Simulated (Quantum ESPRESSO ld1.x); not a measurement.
Task: Species: the praseodymium ion Pr9+. Configuration: [Kr] 4d10 4f2 5s2. Method: Dirac Kohn-Sham, relativistic LDA (MacDonald-Vosko exchange, VWN5 correlation), spin-unpolarised, spherical densities, point nucleus; open shells are shared between the two j in proportion to 2j + 1; computed with ld1.x of Quantum ESPRESSO 7.5.

Spin-orbit splittings of the eigenvalues, e(l+1/2) - e(l-1/2), with zeta = 2 splitting/(2l+1) and mean radii in bohr:

shell  occ.  splitting (eV)  zeta (eV)  <r> j=l-1/2  <r> j=l+1/2
2p        6           477.3      318.2      0.08626      0.09254
3p        6               ?          ?       0.2623       0.2745
3d       10           20.52      8.207       0.2454       0.2493
4p        6           20.81      13.88       0.6371       0.6642
4d       10           3.739      1.496       0.7090       0.7182
4f        2          0.4949     0.1414       0.8631       0.8678

Estimate the 3p splitting.

Result: 94.66 eV (zeta = 63.11 eV).
